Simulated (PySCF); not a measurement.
Run record: geometry optimisation, Bi(SMe)3 (`C[S][Bi]([S]C)[S]C`).

Computed with PBE0-D3(BJ)/def2-SVP geometry optimisation, gas phase, def2 core potentials past Kr (PySCF 2.14.0). Start geometry: GFN2-xTB. A driver script takes a list of jobs; this job's settings line and coordinates (Å) are shown.

Input:
```
{"job": {"xc": "PBE0", "basis": "def2-SVP", "d3": "d3bj", "grid": 1, "maxiter": 30, "shake": 0.03, "kind": "geom"}, "charge": 0, "multiplicity": 1}
Bi     0.063610    -0.071320     1.547700
S      1.788070     1.206350     0.217270
C      2.872550    -0.162560    -0.170140
H      3.530760    -0.466520     0.756080
H      3.649210     0.212050    -0.883660
H      2.363680    -0.962090    -0.591350
S     -1.919420     0.948210     0.215860
C     -1.281080     2.641540    -0.151030
H     -1.328090     3.228610     0.835330
H     -2.023580     3.048870    -0.824420
H     -0.356000     2.553820    -0.531900
S      0.171810    -2.159510     0.242820
C     -1.692030    -2.441350    -0.128580
H     -2.153610    -2.749300     0.844110
H     -1.655940    -3.321270    -0.811300
H     -2.064290    -1.539490    -0.500380
```

Output:
```
step   0  E = -1527.96959918  max force = 0.079789
step   1  E = -1527.99644565  max force = 0.020668
step   2  E = -1527.99910904  max force = 0.006539
step   3  E = -1528.00001235  max force = 0.004598
step   4  E = -1528.00061931  max force = 0.004980
step   5  E = -1528.00112104  max force = 0.003652
step   6  E = -1528.00138384  max force = 0.001669
step   7  E = -1528.00163815  max force = 0.002004
step   8  E = -1528.00219810  max force = 0.008664
step   9  E = -1528.00267021  max force = 0.004569
... (9 lines left out)
step  19  E = -1528.00585508  max force = 0.000577
step  20  E = -1528.00587040  max force = 0.000959
step  21  E = -1528.00593717  max force = 0.001108
step  22  E = -1528.00609376  max force = 0.000802
step  23  E = -1528.00608257  max force = 0.000876
step  24  E = -1528.00610817  max force = 0.000508
step  25  E = -1528.00610476  max force = 0.000492
step  26  E = -1528.00608845  max force = 0.000377
step  27  E = -1528.00609846  max force = 0.000270
step  28  E = -1528.00609553  max force = 0.000161
optimisation converged
```

Energies in Eh; «max force» is the largest Cartesian gradient component in Eh/bohr.

**Question.** How much energy does the optimisation release, in eV?

**Answer.** E(step 0) − E(last step) = 0.036496 Eh, which is 0.993 eV.

**Question.** Give the first gradient maximum in eV/Å.

**Answer.** With 1 Eh/bohr = 51.422 eV/Å, 4.103 eV/Å.

In short: final energy -1528.00610 Eh after 28 steps; dipole 0.89 D.

The run took 8.5 min of wall time on one thread of an AMD EPYC 7R43 (shared host), and the process peaked at 0.72 GiB of memory.
Labels such as C1 count atoms from 1, the log's own numbers from 0.
